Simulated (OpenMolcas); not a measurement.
# Ni3+: moving or changing the point charges

Ni3+ among 2 point charges of -3 e arranged as a linear pair (D∞h), 2.14 Å from the ion.
```
   0.0000    0.0000    2.1400  -3.00
   0.0000    0.0000   -2.1400  -3.00
```

| Quantity | Value |
| --- | --- |
| Program | OpenMolcas 26.06 |
| Method | SS-CASPT2, IPEA 0.25 Eh, imaginary shift 0.1 Eh (closed shells correlated: 3s 3p) |
| Basis | ANO-RCC-VDZP [5s4p2d1f] |
| Scalar Hamiltonian | DKH2, point nucleus |
| Active space | 7 electrons in 5 orbitals (3d) |
| State averaging | 2S+1 = 4 even, 10 roots; 2S+1 = 2 even, 40 roots |
| Spin-orbit coupling | RASSI with atomic mean-field integrals over the reference wave functions |

Runs around this geometry, states (labels by Λ). Energies in cm-1 above the lowest state or level, χT in cm3 K/mol.

```tsv
R (Å)	q (e)	Ground state	First state of that spin	First gap with spin-orbit (degeneracies)	χT at 300 K	First state of another spin
2.14	-1.95	4Φ	4Σ 1920	710 (2, 2)	4.963	2Π 20590
1.96	-3	4Σ	4Φ 430	500 (2, 2)	4.650	2Π 20140
2.14	-3	4Φ	4Σ 970	720 (2, 2)	4.944	2Π 20190
2.34	-3	4Φ	4Σ 1700	710 (2, 2)	4.962	2Π 20430
```

Scaling the charges by -1.95 / -3 = 0.65 scales the first state of the same spin by 1920 / 970 = 1.98; with fixed orbitals a first-order splitting would follow the charge.

The ground state changes within this set.

Point charges give a weaker field than real ligands, and real ions of this kind are often low spin; the high spin found here belongs to the model. Free-ion shares, where given, are those of the reference states; single-state CASPT2 does not remix them. The ground term spreads over less than 5000 cm-1, several times less than with real ligands, so orbital moments are less quenched and χT lies further from the spin-only value than at real sites (holds for R = 2.14, q = -1.95; R = 2.14, q = -3; R = 2.34, q = -3). This is an electrostatic model: the charges have no orbitals. No measured value stands beside these numbers.
